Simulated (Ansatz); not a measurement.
A search over several starts for the lowest SCF solution of Co(SH)2 (CoH₂S₂) at the given spin, in a small basis.

```yaml
crystal:
  periodic: [false, false, false]
  atoms:
    - {symbol: Co, position_ang: [-0.000555, -0.002522, 0.000879]}
    - {symbol: S, position_ang: [-0.014345, -0.037217, 2.160413]}
    - {symbol: H, position_ang: [1.213019, 0.497219, 2.327079]}
    - {symbol: S, position_ang: [0.014047, 0.038540, -2.158635]}
    - {symbol: H, position_ang: [-1.212155, -0.496019, -2.329745]}
basis:
  gaussian: {orbitals: def2-SVP, initial_orbitals: start.molden}
magnetization: {spin_polarized: true, initial_magnetization: 3}
hamiltonian: {xc: pbe0, dispersion: d4}
output: {orbitals: {seedname: orbitals}}
```

The file start.molden holds the orbitals of an earlier run on this structure, at another level or in another basis.

```sh
$ ansatz run in.yaml --threads 4 --pin off --events-out ev --progress --plain --max-ram 3916MiB
```

Output, abridged:

```
Functional definition: PBE0
760 factors; integrals over basis functions are off by at most 1.1e-3 eV
mean field evaluation 1: about -59305.7319 eV, gradient 7.6e0 eV
mean field evaluation 2: about -59306.1101 eV, gradient 4.6e-1 eV
mean field evaluation 4: about -59306.2090 eV, gradient 6.9e-2 eV
mean field evaluation 8: about -59306.2095 eV, gradient 2.1e-4 eV
mean field evaluation 16: about -59276.2479 eV, gradient 8.7e1 eV
mean field evaluation 32: about -59306.2023 eV, gradient 1.6e0 eV
mean field -59306.20948524 eV, -2179.4629993900 hartree, gradient 6.6e-6 eV, S^2 3.759967; 7 other end points of the search recorded, 0 dependent functions left out
reference -59306.20951936 eV, -2179.4630006438 hartree; 32, 29 occupied and 45, 48 virtual orbitals, 760 factors
Total energy: -59306.30127642 eV, -2179.4663726536 hartree
```

It took 6 s on 4 threads of Arm Neoverse V2 on a shared host.
